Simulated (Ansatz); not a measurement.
(AgI)2 ring (Ag2I2), relaxed as a singlet with RKS PBE0-D4/def2-SVP in Ansatz, starting from the GFN2-xTB geometry. Force threshold 0.02 eV/Å.

In the def2 sets Ag, I take a core potential; there is no spin–orbit coupling.

Start:

```xyz
4

Ag   -0.6820   -1.2408    0.2069
I     1.1449   -0.2805    2.1016
Ag    0.6790    1.2429   -0.2055
I    -1.1418    0.2784   -2.1029
```

Estimate the energy that the relaxation releases and the steps that it takes.

0.3 kcal/mol, in 3 steps; 13 s on 4 threads of Arm Neoverse N1 on a shared host. No frequencies were taken in this run, so the end may be a saddle point.

Does the start keep its bonding and symmetry?

By distances, no bond broke or formed. The bond that changes most is I2–Ag3, from 2.80 to 2.77 Å (atoms count from 1). Point group D2h at the start, D2h at the end, both within 0.05 Å.

Predict the relaxed structure.


```csv
atom,x (Å),y (Å),z (Å)
Ag1,-0.6714,-1.2233,0.2030
I2,1.1297,-0.2760,2.0756
Ag3,0.6703,1.2239,-0.2024
I4,-1.1287,0.2753,-2.0762
```
Bond lengths (bridged metal pairs left out): 4 × Ag–I 2.77 Å.
